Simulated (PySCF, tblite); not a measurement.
Isomers of C8H9P. Computed values, GFN2-xTB/tblite, gas phase, harmonic and unscaled. Errors from tens to a few hundred cm⁻¹ against measured bands are possible. Modes of hydrogen on phosphorus can be 10 to 20 % off. One conformer each.

Electronic energies: PBE0/pcSseg-1 single points on the GFN2-xTB geometries (PySCF, gas phase).

| SMILES | electronic energy, lowest = 0 (kJ/mol) |
| --- | --- |
| C=Cc1cccpc1C | 112.4 |
| C#CP1C=CC(C)C=C1 | 326.3 |
| C=Cc1ccpcc1C | 107.7 |
| c1ccc2c(c1)CCP2 | 4.1 |
| c1ccc2c(c1)CPC2 | 0.0 |

Problem. How do GFN2-xTB zero-point energies change the relative energies?

Solution. 
```json
{"SMILES": "c1ccc2c(c1)CPC2", "ZPE (kJ/mol)": "370.9", "of it from modes above 1550 cm⁻¹": "176.6", "electronic (kJ/mol)": "0.0", "with ZPE, lowest = 0 (kJ/mol)": "0.0", "lowest mode (cm⁻¹)": "103", "rings": "2"}
{"SMILES": "c1ccc2c(c1)CCP2", "ZPE (kJ/mol)": "372.5", "of it from modes above 1550 cm⁻¹": "176.5", "electronic (kJ/mol)": "4.1", "with ZPE, lowest = 0 (kJ/mol)": "5.6", "lowest mode (cm⁻¹)": "129", "rings": "2"}
{"SMILES": "C=Cc1ccpcc1C", "ZPE (kJ/mol)": "370.9", "of it from modes above 1550 cm⁻¹": "183.5", "electronic (kJ/mol)": "107.7", "with ZPE, lowest = 0 (kJ/mol)": "107.7", "lowest mode (cm⁻¹)": "86", "rings": "1"}
{"SMILES": "C=Cc1cccpc1C", "ZPE (kJ/mol)": "370.6", "of it from modes above 1550 cm⁻¹": "174.3", "electronic (kJ/mol)": "112.4", "with ZPE, lowest = 0 (kJ/mol)": "112.1", "lowest mode (cm⁻¹)": "84", "rings": "1"}
{"SMILES": "C#CP1C=CC(C)C=C1", "ZPE (kJ/mol)": "364.5", "of it from modes above 1550 cm⁻¹": "197.8", "electronic (kJ/mol)": "326.3", "with ZPE, lowest = 0 (kJ/mol)": "319.9", "lowest mode (cm⁻¹)": "56", "rings": "1"}
```

The zero-point energies span 8.0 kJ/mol, from `C#CP1C=CC(C)C=C1` to `c1ccc2c(c1)CCP2`. The order is unchanged.

Problem. And how do the electronic energies of GFN2-xTB itself compare?

Solution. `c1ccc2c(c1)CPC2` 0.0; `c1ccc2c(c1)CCP2` 6.9; `C=Cc1ccpcc1C` 143.1; `C=Cc1cccpc1C` 149.8; `C#CP1C=CC(C)C=C1` 321.4 kJ/mol, lowest = 0. Against the energies above, taken from the same isomer `c1ccc2c(c1)CPC2`, the largest difference is 37.4 kJ/mol.

Problem. What do entropy and thermal enthalpy add at 298.15 K and 1 bar (rigid rotor, harmonic oscillator, one conformer each)?

Solution. 
```tsv
SMILES	point group	symmetry number	S (J/(mol K))	H − H(0) (kJ/mol)	ZPE + H − H(0) − TS (kJ/mol)
c1ccc2c(c1)CPC2	Cs	1	358.9	22.39	286.3
c1ccc2c(c1)CCP2	C1	1	358.7	22.43	287.9
C=Cc1ccpcc1C	C1	1	386.9	26.14	281.7
C=Cc1cccpc1C	C1	1	387.2	26.25	281.4
C#CP1C=CC(C)C=C1	Cs	1	401.1	28.07	273.0
```
